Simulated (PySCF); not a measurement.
Ir (iridium, neutral) across methods

[Xe] 4f14 5d7 6s1 7s1, high-spin 6F determinant (an excited configuration). Calculation: PySCF 2.14, in aug-cc-pwCVDZ-PP with ECP60MDF (6s6p5d3f, 70 functions); scalar relativity through the core potential.

```csv
method,E (hartree),mean ε 5d β (eV),mean ε 6s α (eV),mean ε 7s α (eV),Σ⟨r²⟩ (bohr²),⟨S²⟩
wB97X,-104.1670,-14.545,-12.982,-2.513,111.0,8.752
r2SCAN,-104.2294,-10.525,-10.739,-1.587,107.8,8.751
r2SCANh,-104.2098,-11.116,-11.051,-1.679,107.8,8.752
LDA,-103.9831,-10.453,-10.696,-1.620,106.4,8.750
UHF,-103.45331,-15.474,-12.986,-2.391,109.8,8.754
BLYP,-104.1607,-10.404,-10.209,-1.420,107.7,8.751
PBE0,-104.1796,-11.910,-11.229,-1.899,108.0,8.751
PBE,-104.2150,-10.400,-10.424,-1.643,107.6,8.751
BHandHLYP,-104.0617,-13.417,-11.796,-1.928,108.4,8.752
```

Energies and moments cover only the electrons outside the core potential. Spin-orbit coupling, absent here, splits the open shell strongly. The outer electron is Rydberg-like, and this basis confines it to a smaller radius and binds it less than a complete one would.
